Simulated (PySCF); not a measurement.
MgFCl, SMILES [Mg]([F])[Cl]. Atoms are numbered in the order given.

```xyz
3

Mg     0.0000     0.0000    -0.5589
F      0.0000     0.0000    -2.3085
Cl     0.0000     0.0000     1.6167
```

Geometry: B3LYP-D3(BJ)/def2-TZVP.

The numbers are results of KT2/pcSseg-2 run with PySCF, not measurements.

GIAO shieldings, no solvent; atoms alike by connectivity are averaged. δ = σ(ref) − σ: ¹⁹F against CFCl3 (σ = 125.1 ppm); ³⁵Cl against HCl (σ = 945.0 ppm), references at their B3LYP-D3(BJ)/def2-TZVP geometries, non-relativistic (without spin–orbit terms, shifts of atoms bonded to Cl or Br come out too high).

| nucleus | atoms | count | δ (ppm) |
|---|---|---|---|
| ¹⁹F | F2 | 1 | -279.5 |
| ³⁵Cl | Cl3 | 1 | -139.8 |
